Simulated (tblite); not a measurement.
A geometry optimisation, step by step.

Species: C₄H₁₂B₂S.
Atom-mapped SMILES: `[BH2:1][CH:2]([BH2:3])[S:4][CH:5]([CH3:6])[CH3:7]` (hydrogens: H8, H9 on B1; H10 on C2; H11, H12 on B3; H13 on C5; H14, H15, H16 on C6; H17, H18, H19 on C7)

Computed with GFN2-xTB (tblite), gas phase: L-BFGS steps from a force-field or distance-geometry start until the largest atomic force falls under 0.01 eV/Å. 5 of its 189 geometries are shown.

Step 0: E = -553.0566 eV, largest atomic force 2.227 eV/Å
```
atom  x, y, z in Å  |  force x, y, z in eV/Å
B1      2.143    1.385   -0.219    0.542  -0.061   0.669
C2      1.558   -0.084   -0.429    1.535   0.522  -0.435
B3      2.802   -1.087   -0.207   -0.298  -0.044  -0.241
S4      0.319   -0.406    0.819    0.543  -0.607   2.073
C5     -1.355   -0.537    0.271   -1.923  -0.290  -1.010
C6     -1.618   -0.195   -1.173   -0.844  -0.377  -1.356
C7     -2.224    0.415    1.077   -0.208  -0.430   0.716
H8      1.692    2.086    0.638    0.099  -0.249  -0.636
H9      3.221    1.624   -0.654   -0.566   0.148  -0.103
H10     1.167   -0.130   -1.439   -0.061  -0.260  -0.155
H11     3.850   -0.864   -0.703   -0.330  -0.040   0.030
H12     2.689   -2.052    0.470   -0.047   0.397  -0.190
H13    -1.770   -1.560    0.446    0.834   0.326  -0.057
H14    -1.961    0.853   -1.330    0.813  -0.611   0.079
H15    -0.791   -0.465   -1.848   -0.345   0.241   0.155
H16    -2.496   -0.818   -1.465    0.552   0.384  -0.167
H17    -2.604   -0.179    1.933    0.119   1.010  -0.209
H18    -1.583    1.246    1.369   -0.448   0.035   0.339
H19    -3.049    0.776    0.454    0.035  -0.095   0.498
```

Step 47: E = -553.9698 eV, largest atomic force 0.133 eV/Å
```
atom  x, y, z in Å  |  force x, y, z in eV/Å
B1      1.944    1.347   -0.114   -0.085  -0.042  -0.032
C2      1.533   -0.155   -0.211   -0.015  -0.071   0.011
B3      2.811   -1.071   -0.217   -0.038  -0.008  -0.018
S4      0.268   -0.719    1.035    0.127  -0.034  -0.020
C5     -1.405   -0.561    0.243   -0.049   0.045   0.000
C6     -1.371   -0.144   -1.214   -0.038   0.012  -0.016
C7     -2.255    0.411    1.045   -0.026   0.057   0.053
H8      1.728    1.953    0.859    0.021   0.018   0.016
H9      2.464    1.857   -1.032   -0.029  -0.023   0.038
H10     1.129   -0.360   -1.206   -0.064   0.008   0.035
H11     3.590   -0.899   -1.069    0.082   0.018   0.021
H12     2.941   -1.943    0.549    0.004   0.057   0.025
H13    -1.817   -1.571    0.344   -0.013   0.033  -0.076
H14    -0.887    0.828   -1.323    0.006  -0.076  -0.027
H15    -0.870   -0.884   -1.835    0.034   0.021  -0.018
H16    -2.395   -0.047   -1.571   -0.010  -0.028  -0.029
H17    -2.278    0.141    2.096    0.073  -0.043   0.052
H18    -1.861    1.418    0.955    0.071   0.080   0.025
H19    -3.277    0.410    0.674   -0.053  -0.024  -0.040
```

Step 94: E = -554.2072 eV, largest atomic force 0.079 eV/Å
```
atom  x, y, z in Å  |  force x, y, z in eV/Å
B1      1.375    1.079   -0.028    0.012  -0.011  -0.020
C2      1.470   -0.441   -0.407   -0.035   0.001   0.009
B3      2.919   -0.831    0.045   -0.043   0.009  -0.018
S4      0.176   -1.410    0.478   -0.012  -0.011   0.018
C5     -1.432   -0.584    0.083    0.050  -0.018   0.047
C6     -1.510   -0.122   -1.359    0.034   0.015   0.000
C7     -1.743    0.539    1.058   -0.061   0.010   0.005
H8      1.268    1.403    1.091    0.040  -0.020  -0.024
H9      1.442    1.886   -0.874   -0.014   0.023   0.030
H10     1.318   -0.629   -1.471    0.034   0.045   0.019
H11     3.796   -0.648   -0.706    0.014  -0.012   0.004
H12     3.122   -1.266    1.109   -0.015   0.020  -0.009
H13    -2.126   -1.416    0.245   -0.009   0.063   0.002
H14    -0.844    0.725   -1.522    0.003  -0.022  -0.009
H15    -1.235   -0.928   -2.034   -0.004  -0.016  -0.055
H16    -2.525    0.197   -1.595    0.003  -0.028   0.023
H17    -1.618    0.201    2.085   -0.009   0.002  -0.035
H18    -1.088    1.394    0.891   -0.007  -0.073  -0.030
H19    -2.775    0.861    0.918    0.023   0.025   0.042
```

Step 141: E = -554.2377 eV, largest atomic force 0.029 eV/Å
```
atom  x, y, z in Å  |  force x, y, z in eV/Å
B1      1.340    1.071    0.224   -0.005   0.000   0.004
C2      1.473   -0.367   -0.399   -0.016  -0.001   0.024
B3      2.913   -0.837   -0.025    0.004  -0.004  -0.012
S4      0.187   -1.395    0.448    0.013  -0.003  -0.009
C5     -1.421   -0.580    0.067    0.003  -0.009  -0.018
C6     -1.566   -0.258   -1.411    0.006  -0.011  -0.005
C7     -1.653    0.636    0.945    0.006  -0.018   0.005
H8      1.471    1.215    1.376   -0.002  -0.002   0.011
H9      1.151    1.997   -0.468    0.017   0.013  -0.007
H10     1.264   -0.409   -1.467   -0.003  -0.016   0.019
H11     3.783   -0.637   -0.781   -0.007   0.011  -0.007
H12     3.125   -1.347    1.003   -0.003   0.009  -0.006
H13    -2.126   -1.371    0.340    0.004   0.005   0.004
H14    -0.930    0.583   -1.682   -0.008  -0.005  -0.011
H15    -1.296   -1.118   -2.021   -0.013   0.004   0.005
H16    -2.598    0.010   -1.629    0.007   0.008  -0.006
H17    -1.520    0.378    1.993   -0.006  -0.005   0.021
H18    -0.940    1.421    0.692   -0.004   0.005  -0.003
H19    -2.664    1.016    0.804    0.008   0.021  -0.010
```

Step 188: E = -554.2478 eV, largest atomic force 0.008 eV/Å
```
atom  x, y, z in Å  |  force x, y, z in eV/Å
B1      1.362    1.090    0.404    0.002  -0.001   0.000
C2      1.413   -0.301   -0.332    0.005  -0.003  -0.003
B3      2.880   -0.783   -0.077   -0.008   0.002  -0.001
S4      0.169   -1.452    0.398    0.005   0.001  -0.001
C5     -1.432   -0.608    0.054    0.003   0.002   0.002
C6     -1.644   -0.379   -1.435    0.000  -0.002   0.002
C7     -1.564    0.673    0.855    0.000   0.003   0.001
H8      1.409    1.131    1.571   -0.002  -0.003   0.000
H9      1.387    2.079   -0.223    0.000   0.002  -0.002
H10     1.191   -0.234   -1.397   -0.005   0.003   0.005
H11     3.716   -0.447   -0.823   -0.003  -0.003   0.004
H12     3.137   -1.438    0.854    0.005   0.001   0.001
H13    -2.151   -1.349    0.416    0.001   0.000  -0.003
H14    -0.993    0.413   -1.800   -0.004  -0.002   0.000
H15    -1.441   -1.291   -1.993    0.000   0.001  -0.001
H16    -2.675   -0.083   -1.620    0.001   0.001  -0.001
H17    -1.477    0.472    1.921    0.000  -0.001  -0.003
H18    -0.770    1.369    0.571   -0.001   0.001  -0.001
H19    -2.526    1.146    0.663    0.000  -0.001   0.001
```

**Question.** Summarise the path.

**Answer.** The energy falls by 114.94 kJ/mol from step 0 to step 188; nine tenths of that is first reached at step 71. It falls at every step. The largest force goes from 2.227 to 0.008 eV/Å. Among the bonds S4–C5 changes most, from 1.767 to 1.842 Å; the atoms move by 0.931 Å rms after alignment.

The cost below is that of the whole relaxation. The run took 1.1 s wall on Arm Neoverse V2, one thread (shared host).
